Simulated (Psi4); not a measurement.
Pair of molecules, SMILES N#N with SMILES [GeH4] (the first has 2 atoms); geometry from B3LYP-D3(BJ)/def2-TZVP, rigid monomers moved along the line of their centres of mass till N2···Ge3 is 4.14 Å.
(charge 0, multiplicity 1):
| atom | x (Å) | y (Å) | z (Å) |
|---|---|---|---|
| N | -0.2136 | -0.0766 | -1.1125 |
| N | -0.5000 | 0.3781 | -0.1633 |
| Ge | 0.2085 | -0.0872 | 3.8901 |
| H | 0.5867 | -0.4086 | 5.3444 |
| H | -0.4723 | -1.3104 | 3.2587 |
| H | 1.4785 | 0.2555 | 3.0976 |
| H | -0.7535 | 1.1084 | 3.8623 |

Calculation: Psi4 1.11 with SAPT0/aug-cc-pVDZ.

Q: Which attractive term is largest, and how does the interaction split up?

A: electrostatics -0.11, exchange 0.16, induction -0.02, dispersion -0.46, total -0.43 kcal/mol; the largest attraction is dispersion.
